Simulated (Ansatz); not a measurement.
Compare A (`FCC(F)(F)OC(F)C(F)F`) with its isomer B (`FCC(F)(F)COC(F)(F)F`).

Calculated with Ansatz (gas phase, PBE0-D4/def2-TZVP geometries, no zero-point term in ΔE). CBS: MP2 limit from def2 TZ/QZ plus the TZ coupled-cluster correction, frozen cores. DFT in def2-TZVPP. B3LYP here is the variant with VWN-RPA as its local correlation; programs differ in this. One conformer a species, not always the lowest.

A:

Z-matrix (Å, degrees):
```
C
C 1 1.514
F 1 1.365 2 110.0
H 1 1.092 2 108.7 3 -120.1
H 1 1.092 2 108.3 3 119.8
F 2 1.351 1 108.5 3 -176.1
F 2 1.354 1 110.8 3 -60.1
O 2 1.363 1 109.9 3 62.0
C 8 1.392 2 117.3 1 179.3
F 9 1.355 8 110.0 2 -92.4
C 9 1.523 8 106.8 2 148.6
H 9 1.094 8 111.7 2 28.3
F 11 1.350 9 108.6 8 -176.7
F 11 1.344 9 110.3 8 64.6
H 11 1.095 9 111.0 8 -56.6
```

B:

```xyz
15

F     0.760   -0.013    2.358
C     1.563    0.209    1.268
C     0.825    1.068    0.265
F     1.641    1.223   -0.807
F     0.603    2.300    0.788
C    -0.521    0.538   -0.176
O    -0.306   -0.761   -0.706
C    -1.398   -1.394   -1.161
F    -1.028   -2.579   -1.606
F    -1.991   -0.729   -2.159
F    -2.322   -1.564   -0.208
H     1.821   -0.747    0.809
H     2.466    0.737    1.584
H    -1.187    0.501    0.688
H    -0.925    1.210   -0.937
```

Which isomer does CCSD(T)/CBS put lower? Give the gap. (An estimate is asked.)

Computed: B, by 10.1 kcal/mol.

Give E(B) − E(A) in kcal/mol with ωB97M-V, CCSD/def2-TZVPP, LDA (SPW92), B3LYP, HF/def2-TZVPP, r2SCAN-D4, PBE-D4. (An estimate is asked.)

The calculation gave: ωB97M-V -10.6, CCSD/def2-TZVPP -10.6, LDA (SPW92) -11.3, B3LYP -9.0, HF/def2-TZVPP -10.8, r2SCAN-D4 -10.8, PBE-D4 -9.4. None reverses the order clearly.

Does the order hold for the free energy at 298.15 K (harmonic terms from PBE0-D4)? (An estimate is asked.)

Computed: Yes: G(B) − G(A) = -10.3 kcal/mol, for one conformer each. Modes under 60 cm⁻¹, often nearly free rotors, make the harmonic entropy too high.

Largest T1 diagnostic: 0.012.

Leaving LDA and LC-ωPBE aside and taking each functional with its dispersion term where it has one, the values, not all of them listed here, spread over 3.4 kcal/mol, from r2SCAN0-D4 to BLYP-D4. LDA lies −2.1 kcal/mol from PBE without D4. At CCSD(T), def2-SVP lies −3.2 kcal/mol from the extrapolated value and def2-TZVPP −0.4 kcal/mol.
